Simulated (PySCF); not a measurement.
**Working with the constants of BeAl**

ROHF-CCSD(T) constants of BeAl, ²Π (doublet), unpaired electrons π ↑ (basis Be def2-SVP, Al def2-SVP; no relativity; PySCF 2.14; masses 9.0122 and 26.9815 u):

| Property | Result |
| --- | --- |
| ωe | 318.5 cm⁻¹ |
| ωexe | 10.2 cm⁻¹ |
| Be | 0.39845 cm⁻¹ |
| αe | 0.0105 cm⁻¹ |
| D (centrifugal) | 2.49e-06 cm⁻¹ |
| De to Be + Al | 0.240 eV |

(1) Give the vibrational terms G(v) and spacings up to v = 3.

(2) How well does the Morse estimate ωe²/(4ωexe) reproduce De, and what is D0?

Correlated steps freeze 5 core orbitals. The bond is weak. Basis-set superposition, not corrected here, can be much of De in a small basis, most of all at correlated wavefunction levels. The state was picked by a PBE0 search and need not be the measured ground state.

Results:

(1) G(v) = ωe(v+½) − ωexe(v+½)².

| v | G(v) (cm⁻¹) | G(v) − G(v−1) | Bv (cm⁻¹) |
| --- | --- | --- | --- |
| 0 | 157 |  | 0.3932 |
| 1 | 455 | 298 | 0.3827 |
| 2 | 732 | 278 | 0.3722 |
| 3 | 990 | 257 | 0.3617 |

(2) It gives 0.308 eV, 128 % of the computed De. D0 = De − G(0) = 0.240 − 0.019 = 0.221 eV.
